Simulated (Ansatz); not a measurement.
C2H3FOSi (SMILES FC1=CO[SiH2]1) moved off its minimum; all values from Ansatz (a quantum-chemistry and plane-wave program), cores frozen in correlated methods.
(charge 0, multiplicity 1)
```xyz
8

F      1.74143    -0.17520    -1.38577
C      0.66307    -0.10193    -0.43711
C      0.79859     0.77031     0.69609
O     -0.70480     0.61742     1.23809
Si    -1.04987    -0.48976     0.05517
H      1.45150     1.34740     1.13425
H     -1.42147    -1.90803     0.35917
H     -2.28662     0.07650    -0.85483
```

Q: Give the forces (eV/Å), the total energy and the dipole at CCSD(T)/cc-pV(T+d)Z.

A: 
```
atom      Fx      Fy      Fz
----  ------  ------  ------
F1    -2.455  -0.363   1.814
C2     4.355   3.091   0.848
C3    -7.250  -6.329  -4.943
O4     2.911   0.545   0.303
Si5   -2.721   0.254  -1.686
H6     3.177   3.117   2.429
H7     0.332   0.405   0.220
H8     1.650  -0.719   1.016
```
Energy -541.7032 hartree, dipole 0.62 D.

Doubts at one or more of the structures used: a restricted determinant that unrestricted orbitals would lower (CCSD(T)/cc-pV(T+d)Z).
